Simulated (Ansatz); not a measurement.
`[SiH3]O[AsH2]` and `[SiH3]OP` differ in one atom or group.

Ansatz, PBE0-D4/def2-TZVP geometries, multiplicity 1. Each molecule was computed in one conformer, which needn't be the lowest.

Scalar relativity is left out up to krypton.

| property | `[SiH3]O[AsH2]` |
| --- | --- |
| HOMO energy (PBE/def2-TZVPP) / eV | -6.39 |
| LUMO energy (PBE/def2-TZVPP) / eV | -1.76 |
| size of the dipole moment (ωB97M-V/def2-TZVPP) / D | 1.08 |
| HOMO–LUMO gap (ωB97M-V/def2-TZVPP) / eV | 10.84 |
| size of the dipole moment (PBE/def2-TZVPP) / D | 0.92 |
| ideal-gas entropy at 298 K and 1 bar (rigid rotor, harmonic PBE0-D4/def2-TZVP) / J/(mol·K) | 339 |

Question: What does the change do to each property? (An estimate is asked.)

Answer: Computed: 
```json
{"property": "HOMO energy (PBE/def2-TZVPP) / eV", "`[SiH3]OP`": "-6.04", "shift": "0.35"}
{"property": "LUMO energy (PBE/def2-TZVPP) / eV", "`[SiH3]OP`": "-1.51", "shift": "0.25"}
{"property": "size of the dipole moment (ωB97M-V/def2-TZVPP) / D", "`[SiH3]OP`": "0.15", "shift": "-0.93"}
{"property": "HOMO–LUMO gap (ωB97M-V/def2-TZVPP) / eV", "`[SiH3]OP`": "10.75", "shift": "-0.09"}
{"property": "size of the dipole moment (PBE/def2-TZVPP) / D", "`[SiH3]OP`": "0.15", "shift": "-0.77"}
{"property": "ideal-gas entropy at 298 K and 1 bar (rigid rotor, harmonic PBE0-D4/def2-TZVP) / J/(mol·K)", "`[SiH3]OP`": "325", "shift": "-14"}
```

With PBE0 the HOMO rises by 0.33 eV and the LUMO rises by 0.28 eV, so the gap narrows by about 0.05 eV. PBE moves the HOMO by 0.35 eV and ωB97M-V by 0.30 eV. Dipoles are sizes alone; their direction can turn. Modes under 60 cm⁻¹, often nearly free rotors, make the harmonic entropy too high.
